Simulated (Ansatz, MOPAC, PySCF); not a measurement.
Noncovalent pair: H2S (SMILES S) (first 3 atoms) with C3H6 (SMILES C=CC); geometry from B3LYP-D3(BJ)/def2-TZVP, rigid monomers moved along the line of their centres of mass till H2···C4 is 4.72 Å.
(charge 0, multiplicity 1):
```json
[
 {"atom": "S", "x (Å)": "0.1223", "y (Å)": "0.4633", "z (Å)": "0.7293"},
 {"atom": "H", "x (Å)": "0.6505", "y (Å)": "0.1531", "z (Å)": "1.9271"},
 {"atom": "H", "x (Å)": "1.2451", "y (Å)": "0.1330", "z (Å)": "0.0720"},
 {"atom": "C", "x (Å)": "1.0331", "y (Å)": "-0.1369", "z (Å)": "6.6222"},
 {"atom": "C", "x (Å)": "-0.0650", "y (Å)": "-0.8762", "z (Å)": "6.5129"},
 {"atom": "C", "x (Å)": "-1.4380", "y (Å)": "-0.3452", "z (Å)": "6.2530"},
 {"atom": "H", "x (Å)": "0.9998", "y (Å)": "0.9434", "z (Å)": "6.5332"},
 {"atom": "H", "x (Å)": "2.0012", "y (Å)": "-0.5828", "z (Å)": "6.8106"},
 {"atom": "H", "x (Å)": "0.0189", "y (Å)": "-1.9554", "z (Å)": "6.6102"},
 {"atom": "H", "x (Å)": "-2.1220", "y (Å)": "-0.6204", "z (Å)": "7.0606"},
 {"atom": "H", "x (Å)": "-1.4363", "y (Å)": "0.7415", "z (Å)": "6.1596"},
 {"atom": "H", "x (Å)": "-1.8519", "y (Å)": "-0.7695", "z (Å)": "5.3336"}
]
```

Interaction energies are E(AB) − E(A) − E(B) at the monomers' geometry in the complex; basis-set methods are counterpoise corrected. Rows marked so take none.

Correlated levels freeze the cores. Rows in 6-311+G**, 6-31G* carry no dispersion term and start afresh at each structure (6-31G* with six Cartesian d functions). The state that AM1, PM6 reach isn't checked.

Codes used: Ansatz (Gaussian orbitals); MOPAC for AM1, PM6 (differences of heats of formation); PySCF for 6-311+G** rows, 6-31G* rows. Each number belongs to the level named beside it.

```json
[
 {"level": "AM1", "interaction energy (meV)": "-5.4"},
 {"level": "PM6", "interaction energy (meV)": "-8.9"},
 {"level": "PBE/def2-TZVPPD", "interaction energy (meV)": "-10.2"},
 {"level": "BP86/6-31G* (no counterpoise)", "interaction energy (meV)": "-6.9"},
 {"level": "B3LYP/6-311+G** (no counterpoise)", "interaction energy (meV)": "-9.4"},
 {"level": "M06-2X/6-31G* (no counterpoise)", "interaction energy (meV)": "-11.6"},
 {"level": "wB97X-V/def2-TZVPPD", "interaction energy (meV)": "-14.9"},
 {"level": "MP2/aug-cc-pV(D+d)Z", "interaction energy (meV)": "[?]"},
 {"level": "CCSD(T)/aug-cc-pV(D+d)Z", "interaction energy (meV)": "[?]"}
]
```

Task: Fill in the missing entries.

Result: 
- MP2/aug-cc-pV(D+d)Z, interaction energy (meV): -16.1
- CCSD(T)/aug-cc-pV(D+d)Z, interaction energy (meV): -14.4

Ansatz is a program for electronic structure.
